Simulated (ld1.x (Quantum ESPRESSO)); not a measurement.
**What one change does to a pseudopotential (bismuth (Bi), TM)**

```json
{
 "Element": "Bi (Z = 83)",
 "Generator": "ld1.x (Quantum ESPRESSO) 7.5",
 "Type": "norm-conserving Troullier–Martins (Kleinman–Bylander form)",
 "Functional": "LDA (PZ)",
 "Relativity": "fully relativistic",
 "Frozen core": "[Xe] 4f14",
 "Valence charge": "15",
 "Reference configuration": "5d10 6s2 6p1 (charge +2)",
 "Partial waves": "6s (bound): rc 1.70 bohr; 6p (bound): rc 2.05 bohr; 5d (bound): rc 1.50 bohr",
 "Local potential": "all-electron potential smoothed inside 1.45 bohr (lloc = -2)",
 "Core correction": "none"
}
```

Open shells are filled in proportion to 2j + 1 (rel_dist='average').

Change: core correction a·sin(br)/r model core inside 1.68 bohr.

Cutoffs: the cutoffs (Ry, on a coarse ladder) from which the occupation-weighted sum of valence levels, in a spherical-Bessel basis at the reference potential, stays within 10 and 1 mRy of its value at 400 Ry; they do not see the model core or the augmentation charge, which bear on the density cutoff. Errors are all-electron minus pseudo energies relative to the spin-unpolarised reference configuration.

Q: How do hardness, ghosts and transferability respond?

A: The potential gets neither clearly harder nor softer (60 Ry and 100 Ry → 60 Ry and 100 Ry); both files keep a bound ghost (s); of the 7 tests that both files solve, the error grows in 1 and shrinks in 2 by more than 15 % and 0.3 meV (median size 28.2 → 24.3 meV). A model core, the more so a compact one, raises the density cutoff, which this test does not measure.

```tsv
quantity	base	changed
cutoff, loose	60 Ry	60 Ry
cutoff, tight	100 Ry	100 Ry
bound ghosts	s	s
error for 5d10 6s2 6p3, meV [ΔE -24.05 eV]	+28	+24
error for 5d10 6s2 6p2, meV [ΔE -15.75 eV]	+7.8	+6.3
error for 5d10 6s2 6p0, meV [ΔE 23.93 eV]	-0.7	-4.2
error for 5d10 6s1 6p4, meV [ΔE -14.11 eV]	+13	+11
error for 5d9 6s2 6p4, meV [ΔE -0.23 eV]	-214	-229
error for 5d9 6s2 6p3, meV [ΔE 9.26 eV]	-163	-174
error for 5d10 6s2 6p3.3, meV [ΔE -25.25 eV]	+35	+30
s: phases at 2.25 bohr within 0.05 rad from the reference energy up to (Ry; the scan ends near 5)	4.2	4.2
p1/2: phases at 2.25 bohr within 0.05 rad from the reference energy up to (Ry; the scan ends near 5)	-0.1	-0.1
p3/2: phases at 2.25 bohr within 0.05 rad from the reference energy up to (Ry; the scan ends near 5)	-1.0	-1.0
d3/2: phases at 2.25 bohr within 0.05 rad from the reference energy up to (Ry; the scan ends near 5)	to the end of the scan	to the end of the scan
d5/2: phases at 2.25 bohr within 0.05 rad from the reference energy up to (Ry; the scan ends near 5)	to the end of the scan	to the end of the scan
```

 A true bound ghost makes a file unfit for plane-wave use even where its test errors are small: the radial tests pick states by their node count and pass the ghost by.
